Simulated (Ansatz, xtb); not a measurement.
## Relative energy of two isomers of C4H9FOSi

Structure a is `F[C@@H]1C[C@H]([SiH3])CO1`, a singlet and structure b is `F[C@@H]1C[C@@H]([SiH3])CO1`, a singlet. Both are isolated molecules in the gas phase, relaxed with PBE0-D3(BJ)/def2-SVP; each stands in its lowest conformer found.

a (Å):

```yaml
atoms:
  - { symbol: C, position_ang: [-0.1367, 0.1998, -3.3103] }
  - { symbol: C, position_ang: [-0.8031, -0.5756, -2.1622] }
  - { symbol: C, position_ang: [0.3404, -0.7963, -1.1580] }
  - { symbol: C, position_ang: [1.3352, 0.2765, -1.5959] }
  - { symbol: F, position_ang: [-0.7138, 1.4492, -3.3938] }
  - { symbol: O, position_ang: [1.1968, 0.3145, -3.0067] }
  - { symbol: Si, position_ang: [-0.1858, -0.7431, 0.6548] }
  - { symbol: H, position_ang: [-0.2290, -0.2587, -4.3073] }
  - { symbol: H, position_ang: [-1.2522, -1.5187, -2.5021] }
  - { symbol: H, position_ang: [-1.6111, 0.0571, -1.7628] }
  - { symbol: H, position_ang: [0.7999, -1.7815, -1.3491] }
  - { symbol: H, position_ang: [-0.8337, 0.5725, 0.9485] }
  - { symbol: H, position_ang: [0.9973, -0.9150, 1.5528] }
  - { symbol: H, position_ang: [-1.1636, -1.8384, 0.9324] }
  - { symbol: H, position_ang: [2.3814, 0.0398, -1.3598] }
  - { symbol: H, position_ang: [1.0928, 1.2661, -1.1640] }
```

b (Å):

```xyz
16

C    -0.6350   -2.1493   -1.4536
C     0.0700   -1.8491   -0.1436
C    -0.9859   -0.9799    0.5469
C    -1.5432   -0.1964   -0.6436
F    -1.5268   -3.1832   -1.2517
O    -1.3089   -1.0036   -1.7947
Si   -0.3595    0.0702    1.9837
H     0.0146   -2.4480   -2.2916
H     0.3320   -2.7627    0.4063
H     0.9943   -1.2837   -0.3495
H    -1.7742   -1.6507    0.9294
H    -1.4538    0.9408    2.5125
H     0.7632    0.9390    1.5107
H     0.1343   -0.8088    3.0862
H    -2.6204    0.0095   -0.5480
H    -1.0246    0.7680   -0.7957
```

Quicker runs give these differences E(b) − E(a): GFN2-xTB +0.92 kJ/mol; HF/STO-3G +2.43 kJ/mol (at GFN2-xTB geometries); r2SCAN-D4/def2-SVP −5.79 kJ/mol (at GFN2-xTB geometries).

Q: Estimate which is lower in electronic energy at CCSD(T)/def2-SVP + ΔMP2/def2-TZVPP, and by roughly how much.

A: The CCSD(T)/def2-SVP + ΔMP2/def2-TZVPP calculation puts structure b lower, by 4.31 kJ/mol.

The same difference at several levels:

```json
{"level": "GFN2-xTB", "geometry": "GFN2-xTB", "E(b) − E(a) (kJ/mol)": "+0.92", "departure from the last row (kJ/mol)": "+5.22", "job, with rough time for the two": "optimisation, 0.61 s"}
{"level": "HF/STO-3G", "geometry": "GFN2-xTB", "E(b) − E(a) (kJ/mol)": "+2.43", "departure from the last row (kJ/mol)": "+6.73", "job, with rough time for the two": "single point, 1.9 s"}
{"level": "r2SCAN-D4/def2-SVP", "geometry": "GFN2-xTB", "E(b) − E(a) (kJ/mol)": "−5.79", "departure from the last row (kJ/mol)": "−1.48", "job, with rough time for the two": "single point, 9.6 s"}
{"level": "PBE0-D3(BJ)/def2-SVP", "geometry": "PBE0-D3(BJ)/def2-SVP", "E(b) − E(a) (kJ/mol)": "−5.32", "departure from the last row (kJ/mol)": "−1.01", "job, with rough time for the two": "optimisation, 2.3 min"}
{"level": "HF/def2-SVP", "geometry": "PBE0-D3(BJ)/def2-SVP", "E(b) − E(a) (kJ/mol)": "−6.29", "departure from the last row (kJ/mol)": "−1.99", "job, with rough time for the two": "part of the CCSD(T) run"}
{"level": "MP2/def2-SVP", "geometry": "PBE0-D3(BJ)/def2-SVP", "E(b) − E(a) (kJ/mol)": "−7.05", "departure from the last row (kJ/mol)": "−2.75", "job, with rough time for the two": "part of the CCSD(T) run"}
{"level": "CCSD(T)/def2-SVP", "geometry": "PBE0-D3(BJ)/def2-SVP", "E(b) − E(a) (kJ/mol)": "−6.59", "departure from the last row (kJ/mol)": "−2.28", "job, with rough time for the two": "single point"}
{"level": "CCSD(T)/def2-SVP + ΔMP2/def2-TZVPP", "geometry": "PBE0-D3(BJ)/def2-SVP", "E(b) − E(a) (kJ/mol)": "−4.31", "departure from the last row (kJ/mol)": "", "job, with rough time for the two": "single point, 3.9 min"}
```

As drawn, both hold the same kinds of bond in the same numbers.

HF/STO-3G puts the two in the other order. GFN2-xTB finds them nearly level. The largest departure from CCSD(T)/def2-SVP + ΔMP2/def2-TZVPP is that of HF/STO-3G, 6.73 kJ/mol. The last row adds to CCSD(T) the change of the MP2 difference between the two basis sets, here +2.28 kJ/mol.

With thermal terms from frequencies at re-optimised GFN2-xTB minima (ideal gas, soft modes damped towards free rotors, one conformer each, 298.15 K, 1 atm): on the last row, ΔE + ΔZPE = −5.07, ΔH = −4.85, ΔG = −5.47 kJ/mol.

The correlated steps freeze 11 core orbitals. Run with Ansatz 0.2.0, xtb 6.7.1; the last row on 2 threads of Intel(R) Xeon(R) Processor @ 2.50GHz (Skylake/Cascade Lake) on a shared host.
